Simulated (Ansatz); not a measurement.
(MgSe)2 ring (Mg₂Se₂) was relaxed with PBE0-D4 (def2-SVP) in Ansatz in these states: charge +1 doublet, neutral singlet. The geometries follow in no particular order.

A:

```tsv
atom	x (Å)	y (Å)	z (Å)
Mg1	-1.031	0.041	-0.883
Se2	-1.301	0.383	1.537
Mg3	1.031	-0.042	0.883
Se4	1.301	-0.381	-1.537
```

B:

```tsv
atom	x (Å)	y (Å)	z (Å)
Mg1	0.2315	-0.3668	-1.3989
Se2	-1.6255	1.0550	-0.5456
Mg3	-0.2322	0.3657	1.3990
Se4	1.6262	-1.0539	0.5455
```

Judge from the bond lengths which geometry belongs to which state (an estimate).

A is the neutral singlet (Mg1–Mg3 2.716 Å, Mg3–Se4 2.459 Å, Se2–Mg3 2.459 Å); B is the charge +1 doublet (Mg1–Mg3 2.929 Å, Mg3–Se4 2.490 Å, Se2–Mg3 2.490 Å).
